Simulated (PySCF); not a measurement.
Numbering as in the mapped SMILES `[BH2:1][c:2]1[o:3][cH:4][cH:5][c:6]1[Cl:7]`. Hydrogens are named by the atom that carries them.

Geometry: PBE0-D3(BJ)/def2-SVP; GIAO shifts from PySCF 2.14, gas phase, non-relativistic, averaged over equivalent atoms.

At PBE0/def2-TZVP (247 basis functions, 35 s wall time on 1 thread of an Arm Neoverse V1, shared host):
```json
{"atoms": "B1", "δ (ppm)": "54.1"}
{"atoms": "C2", "δ (ppm)": "168.6"}
{"atoms": "C4", "δ (ppm)": "156.5"}
{"atoms": "C6", "δ (ppm)": "154.6"}
{"atoms": "C5", "δ (ppm)": "119.2"}
{"atoms": "O3", "δ (ppm)": "324.0"}
{"atoms": "Cl7", "δ (ppm)": "182.9"}
{"atoms": "H(C4)", "δ (ppm)": "7.85"}
{"atoms": "H(C5)", "δ (ppm)": "6.73"}
{"atoms": "H(B1)", "δ (ppm)": "6.64"}
```

Referencing at the same level of theory: 11B (σref 102.62) vs BF3·OEt2; 13C (σref 186.65), 1H (σref 31.48) vs TMS; 17O (σref 332.57) vs H2O; 35Cl (σref 932.72) against HCl.

**Question.** Predict the values at PBE0/IGLO-III on the same geometry.

**Answer.** 
| atoms | δ at PBE0/IGLO-III | change |
| --- | --- | --- |
| B1 | 56.8 | +2.7 |
| C2 | 172.6 | +4.0 |
| C4 | 159.6 | +3.1 |
| C6 | 157.9 | +3.3 |
| C5 | 122.0 | +2.8 |
| O3 | 322.6 | -1.4 |
| Cl7 | 183.2 | +0.3 |
| H(C4) | 7.86 | +0.01 |
| H(C5) | 6.68 | -0.05 |
| H(B1) | 6.55 | -0.09 |

References, each an isolated molecule treated in the same way: 11B (σref 99.94) against BF3·OEt2; TMS for 13C (σref 183.78) and 1H (σref 31.37); H2O for 17O (σref 327.19); HCl for 35Cl (σref 944.80).

The largest change is at C2 (substituted aromatic carbon next to the ring oxygen). Cost: 294 basis functions, 45 s wall time on 1 thread of an Arm Neoverse V1, shared host. The order of the carbon signals is the same at both levels.

A carbon bonded to boron is broadened by the quadrupolar boron nucleus and is often missing from a measured spectrum. Carbons that carry Cl, above all several Cl atoms, come out too deshielded, partly because spin–orbit coupling is missing. Unscaled 17O shifts of doubly bonded oxygen tend to come out too high, by tens of ppm or more. Experimental scales use liquid or dissolved standards, which lie at an offset from isolated H2O (liquid H2O: subtract about 36 ppm).
